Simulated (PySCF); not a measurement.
**Correlation energy of Cl⁺ (chlorine, charge +1)**

[Ne] 3s2 3p4, high-spin 3P determinant. Calculation: PySCF 2.14, in def2-QZVPPD (10s7p5d2f1g, 79 functions); no relativity, point nucleus. Frozen: 1s2; 14 electrons correlated.

```tsv
level	correlation energy (mhartree)
CCSD	-338.65
(T)	-6.96
CCSD(T)	-345.61
```

Diagnostics: T1 = 0.0066, D1 = 0.0310, largest double amplitude 0.036.

Task: Is a single reference adequate?

Result: Yes: T1 lies below 0.03 and no double amplitude reaches 0.07.

This basis was not built for core-valence correlation, so the inner-shell part is incomplete.
